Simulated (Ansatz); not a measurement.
`S[CH]1N=[CH][GeH2]1`, relaxed with RKS PBE0-D4/def2-TZVP in Ansatz from a PBE-D4/def2-SVP geometry. The force threshold is 0.005 eV/Å; the program also tests the step.

Total charge 0; spin multiplicity 1.

Start:

```xyz
10

S     0.109   -2.314   -0.139
C     0.635   -0.555   -0.181
N     0.233    0.033   -1.476
C    -0.517    1.042   -1.175
Ge   -0.467    0.854    0.803
H     0.767   -2.608    1.018
H     1.736   -0.501   -0.062
H    -0.941    1.698   -1.962
H     0.202    1.981    1.652
H    -1.757    0.371    1.522
```

```json
{"step": "1", "energy (eV)": "-70983.7315", "largest force (eV/Å)": "1.014", "largest move (Å)": "0.000"}
{"step": "2", "energy (eV)": "-70983.7774", "largest force (eV/Å)": "0.258", "largest move (Å)": "0.038"}
{"step": "3", "energy (eV)": "-70983.7816", "largest force (eV/Å)": "0.092", "largest move (Å)": "0.025"}
{"step": "4", "energy (eV)": "-70983.7826", "largest force (eV/Å)": "0.056", "largest move (Å)": "0.014"}
{"step": "5", "energy (eV)": "-70983.7829", "largest force (eV/Å)": "0.013", "largest move (Å)": "0.006"}
{"step": "6", "energy (eV)": "-70983.7829", "largest force (eV/Å)": "0.008", "largest move (Å)": "0.008"}
{"step": "7", "energy (eV)": "-70983.7830", "largest force (eV/Å)": "0.032", "largest move (Å)": "0.022"}
{"step": "8 (rejected)", "energy (eV)": "-70983.6812", "largest force (eV/Å)": "2.122", "largest move (Å)": "0.056"}
{"step": "9", "energy (eV)": "-70983.7831", "largest force (eV/Å)": "0.027", "largest move (Å)": "0.012"}
{"step": "10", "energy (eV)": "-70983.7831", "largest force (eV/Å)": "0.013", "largest move (Å)": "0.013"}
{"step": "11", "energy (eV)": "-70983.7831", "largest force (eV/Å)": "0.008", "largest move (Å)": "0.004"}
{"step": "12", "energy (eV)": "-70983.7831", "largest force (eV/Å)": "0.003", "largest move (Å)": "0.003"}
```

End:

```xyz
10

S     0.137   -2.276   -0.159
C     0.649   -0.539   -0.176
N     0.243    0.054   -1.461
C    -0.523    1.031   -1.165
Ge   -0.461    0.829    0.791
H     0.675   -2.559    1.039
H     1.732   -0.479   -0.060
H    -0.952    1.663   -1.942
H     0.221    1.942    1.615
H    -1.721    0.334    1.518
```

Hardware: 4 threads of an Arm Neoverse V1 on a shared host. Wall time 55 s, peak host memory 0.65 GiB.
